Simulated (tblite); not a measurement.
F$_{5}$Si$_{2}$ (SMILES F[Si](F)[Si](F)(F)F), doublet, geometry from GFN2-xTB; GFN1-xTB run with tblite.

Input for tblite:
```
$ tblite run mol.xyz --method gfn1 --charge 0 --spin 1 --grad --json tblite.json --no-restart

# file mol.xyz
7

F      1.92071283    -1.45494009    -0.00159091
Si     1.29120465    -0.04621676    -0.45500175
F      2.17893296     0.90363565     0.49161443
Si    -0.89795116     0.08724035     0.05293148
F     -1.64658750    -0.12127352     1.44202576
F     -1.39908948     1.52197224    -0.39869112
F     -1.66569646    -0.91320875    -0.90791551
```

Q: Write the output that tblite gives for this input, abridged.

A: 
```
xTB calculator
 | screened Coulomb repulsion
 | Coulomb electrostatics
 |  * isotropic Klopman-Ohno-Mataga-Nishimoto electrostatics
 |  * onsite third-order electrostatics
 | DFT-D3(BJ) dispersion correction

halogen bonding energy    0.0000000000000E+00 Eh
repulsion energy          7.7066372767400E-02 Eh
dispersion energy        -2.1842362072583E-03 Eh
number of electrons       4.3000000000000E+01 e
integral cutoff           2.8146159136829E+01 bohr

------------------------------------------------------------
  cycle        total energy    energy error   density error
------------------------------------------------------------
      1     -29.44668033704  -2.9521562E+01   6.7370856E-01
      2     -29.73328338692  -2.8660305E-01   3.7525206E-01
      3     -29.72746803438   5.8153525E-03   1.5617355E-01
      4     -29.72645700627   1.0110281E-03   6.6884967E-02
      5     -29.74174195542  -1.5284949E-02   1.4853121E-02
      6     -29.74163620654   1.0574888E-04   7.8689643E-03
      7     -29.74180742443  -1.7121789E-04   3.1165809E-03
      8     -29.74183888299  -3.1458565E-05   4.8971172E-04
      9     -29.74183964269  -7.5969789E-07   1.2660532E-05
------------------------------------------------------------

electronic energy        -2.9816721779250E+01 Eh
total energy             -2.9741839642690E+01 Eh

Post processing:
 | Mayer-Wiberg bond orders

[Info] Tight-binding results written to 'tblite.txt'
[Info] JSON dump of results written to 'tblite.json'
```
